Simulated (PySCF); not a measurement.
# Static response to an electric field

Species: C7H13Al.
Numbering: `[CH2:1]=[CH:2][AlH:3][CH:4]1[CH2:5][CH2:6][CH2:7][CH2:8]1` (hydrogens: H9, H10 on C1; H11 on C2; H12 on Al3; H13 on C4; H14, H15 on C5; H16, H17 on C6; H18, H19 on C7; H20, H21 on C8)

Cartesian coordinates in Å at the PBE0-D3(BJ)/def2-SVP level; atoms count from 1:
```xyz
21
C7H13Al angstrom
C      4.3899   -0.0868    0.1901
C      3.1671   -0.1291    0.7465
Al     1.5665    0.1223   -0.3368
C     -0.2697    0.0524    0.3647
C     -1.0865   -1.1386   -0.1686
C     -2.5399   -0.7972    0.1950
C     -2.6149    0.7446    0.2019
C     -1.1698    1.2380   -0.0217
H      4.5310    0.0879   -0.8847
H      5.3153   -0.2227    0.7667
H      3.1302   -0.3102    1.8308
H      1.7942    0.3719   -1.8997
H     -0.2407   -0.0220    1.4693
H     -0.7666   -2.1105    0.2409
H     -0.9857   -1.2066   -1.2679
H     -3.2616   -1.2553   -0.4988
H     -2.7698   -1.1947    1.1962
H     -3.2962    1.1313   -0.5714
H     -3.0010    1.1085    1.1665
H     -0.9456    2.1540    0.5477
H     -1.0267    1.4886   -1.0883
```

Level: CAM-B3LYP/def2-SVPD (PySCF), static field, nuclei fixed, core orbitals frozen in the response. The polarisability tensor in these axes (au):

```
x   141.22  -0.52  -2.43
y    -0.52  92.24  -1.53
z    -2.43  -1.53  94.79
```

Question: What are the eigenvalues, a third of the trace, and Δα (Δα² = ½Σ(αi − αj)² over the three pairs)?

Answer: Principal values 91.48, 95.42 and 141.35 au; mean 109.42 au = 16.21 Å³ = 18.04 × 10⁻⁴⁰ C²·m²/J; Δα = 48.02 au (44 % of the mean).

Question: What is the dipole moment, and where does it point?

Answer: (-0.04, -0.11, 0.76) D, 0.77 D in size, pointing from the negative to the positive side. Measured along this direction, the outermost atoms are H12 at the negative end and H11 at the positive end.

Question: Orientational against electronic polarisability at 500 K (dilute gas, rigid molecules)?

Answer: In Gaussian units μ²/3kT = 2.86 Å³ against 16.21 Å³, a ratio of 0.18; the Debye molar polarisation (4π/3)N_A(α + μ²/3kT) is 48.1 cm³/mol, leaving out the vibrational part.

Question: Along which axes do the principal values lie, and how far do the nuclei extend along each?

Answer: Largest value along (1.00, -0.01, -0.05), where the nuclei span 8.54 Å; middle along (0.04, -0.44, 0.90), 3.70 Å; least along (0.03, 0.90, 0.44), 3.96 Å. The strongest response lies along the longest span, while the other two are in reverse order.

Question: What depolarisation ratio follows for Rayleigh scattering of linearly polarised light, taking the static tensor?

Answer: ρ = 3Δα²/(45ᾱ² + 4Δα²) = 6918.9/(538724 + 9225.2) = 0.0126.

Geometry: PBE0-D3(BJ)/def2-SVP, one conformer, isolated molecule.
